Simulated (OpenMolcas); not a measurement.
What dynamic correlation does to the levels of Co VIII

```
Program             : OpenMolcas
Basis               : ANO-RCC-VTZP [6s5p3d2f1g]
Scalar Hamiltonian  : DKH2, point nucleus
Active space        : 2 electrons in 5 orbitals (3d)
State averaging     : 2S+1 = 3 even, 10 roots; 2S+1 = 1 even, 15 roots (14 in the spin-orbit step)
Spin-orbit coupling : state interaction with AMFI integrals over the reference wave functions, term energies averaged over their components
```

Methods on the same reference wave functions:
A. CASSCF
B. SS-CASPT2, IPEA 0.25 Eh, imaginary shift 0.1 Eh (closed shells correlated: 3s 3p)

Energies in cm⁻¹ above 3d² ³F₂, the measured ground level; measured values from Sugar and Corliss, J. Phys. Chem. Ref. Data 10, 1097 (1981).

```csv
Level,A,B,Measured
3d² ³F₂,0.0,0.0,0.0
3d² ³F₃,1369,1382,1430
3d² ³F₄,3070,3080,3144
3d² ¹D₂,23126,19660,19624
3d² ³P₀,26560,22990,22304
3d² ³P₁,26991,23420,22839
3d² ³P₂,28180,24620,24055
3d² ¹G₄,35303,32870,32360
```

Deviations, from unrounded energies. A percentage is the sum of absolute deviations over the sum of measured energies, with the sign that they share, or ± where signs differ.

| Against measurement | Levels | A | B |
| --- | --- | --- | --- |
| mean absolute deviation (cm-1) | 7 | 2700 | 350 |
| fine structure of the ground term (%) | 2 | -2.9 | -2.4 |
| other terms of the ground configuration (%) | 5 | +15.7 | +2.0 |

B lies closest to measurement on these levels. The largest miss of B in the table is 3d² ³P₀, by +690 cm-1. The ranking rests on the paired levels alone, and a cruder setting can come out closer through cancelling errors.

From A to B the spin-free energies of the other terms of 3d² shown, above ³F, scale by factors of 0.84 to 0.93, as is usual when dynamic correlation screens the repulsion within a d or f shell.

The lowest spin-free term lies below A's lowest term by 0.261 hartree in B.

Term energies are means over components that CASPT2 splits; among the terms shown or strongly mixed into the levels shown the widest spread is 760 cm-1 (3d² ³F, B). Some high roots are left out of the spin-orbit mixing, which shifts the levels that they would mix with. Without dynamic correlation excited terms often stand tens of per cent too high (terms of higher spin than the ground term too low), and those without a measured partner can miss by more than the paired ones (holds for A). Measured partners are found by configuration, term and J. A level has none where our copy of the source lacks it or the pairing is in doubt (some pairs that miss far off the trend of their configuration count as doubtful), and it then counts in no deviation. Levels of configurations outside the active space are missing.
